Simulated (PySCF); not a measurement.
dichloro(silyloxy)silane (Cl2H4OSi2), SMILES [SiH3]O[SiH](Cl)Cl. Geometry optimised at ωB97X-D3(BJ)/def2-SVP. Other conformers were not sampled.

Computed equilibrium geometry at ωB97X-D3(BJ)/def2-SVP (PySCF confirms it by a frequency run) as a Z-matrix (one conformer of several):
```
O
Si 1 1.6319
Si 1 1.6781 2 136.19
H 2 1.4703 1 110.68 3 163.48
H 3 1.4848 1 107.64 2 151.10
H 3 1.4869 5 110.23 1 -119.11
H 3 1.4889 5 110.36 6 -121.65
Cl 2 2.0483 4 109.81 1 -121.30
Cl 2 2.0530 4 110.13 1 120.18
```
Charge 0, spin multiplicity 1.
